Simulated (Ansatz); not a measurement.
`[CH3][SbH][OH]`, relaxed with RKS PBE0-D4/def2-TZVP in the Gaussian-basis code of Ansatz from a PBE-D4/def2-SVP geometry. The force threshold is 0.005 eV/Å; the program also tests the step.

Total charge 0; spin multiplicity 1. Sb: def2 effective core potential.

Start:

```xyz
8

C     0.048   -0.928   -0.771
Sb    0.847    0.323    0.830
O    -0.482    1.824    0.479
H     0.182   -2.000   -0.523
H     0.564   -0.698   -1.722
H    -1.030   -0.695   -0.865
H    -0.148   -0.484    2.017
H     0.020    2.658    0.555
```

(1) By how much does the energy fall, and how many steps does the optimiser take? (An estimate is asked.)

(2) Which bonds change most? (Best estimate.)

(3) Give the relaxed structure. (Best estimate.)

## Answers

(1) The calculation gave: 6.77 kJ/mol, in 10 steps, 1 of them rejected.

(2) Computed: Sb2–O3 from 2.035 to 1.977 Å; C1–Sb2 from 2.184 to 2.142 Å; Sb2–H7 from 1.746 to 1.720 Å; C1–H6 from 1.107 to 1.090 Å.

(3) The calculation gave: 
```xyz
8

C     0.043   -0.918   -0.758
Sb    0.826    0.297    0.823
O    -0.415    1.787    0.435
H     0.234   -1.972   -0.549
H     0.516   -0.644   -1.701
H    -1.031   -0.744   -0.820
H    -0.195   -0.436    1.997
H     0.021    2.630    0.574
```
